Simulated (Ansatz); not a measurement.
Start from `F[Si](Cl)(Cl)I` and change one element to get `FC(Cl)(Cl)I`.

Ansatz, PBE0-D4/def2-TZVP geometries, multiplicity 1. 

Elements past krypton have def2 core potentials.

```tsv
property	`F[Si](Cl)(Cl)I`
HOMO–LUMO gap (ωB97M-V/def2-TZVPP) / eV	11.17
size of the dipole moment (PBE/def2-TZVPP) / D	0.78
size of the dipole moment (B3LYP/def2-TZVPP) / D	0.83
zero-point energy (PBE0-D4/def2-TZVP) / kJ/mol	20.5
LUMO energy (PBE0/def2-TZVPP) / eV	-1.24
size of the dipole moment (ωB97M-V/def2-TZVPP) / D	0.77
```

(1) What does the change do to each property? (An estimate is asked.)

Results:

(1) The calculation gave: 
```
                                          property  `FC(Cl)(Cl)I`  shift
           HOMO–LUMO gap (ωB97M-V/def2-TZVPP) / eV           9.86  -1.31
    size of the dipole moment (PBE/def2-TZVPP) / D           0.42  -0.36
  size of the dipole moment (B3LYP/def2-TZVPP) / D           0.59  -0.24
    zero-point energy (PBE0-D4/def2-TZVP) / kJ/mol           27.2    6.7
                LUMO energy (PBE0/def2-TZVPP) / eV          -2.32  -1.08
size of the dipole moment (ωB97M-V/def2-TZVPP) / D           0.64  -0.13
```

With PBE0 the HOMO rises by 0.36 eV and the LUMO falls by 1.08 eV, so the gap narrows by about 1.44 eV. PBE moves the HOMO by 0.40 eV and ωB97M-V by 0.32 eV. Dipoles are sizes alone; their direction can turn.

B3LYP here is the variant with VWN-RPA as its local correlation; programs differ in this.

Spin–orbit coupling is left out; it splits and shifts lone-pair levels of the heavy atoms by tenths of an eV.
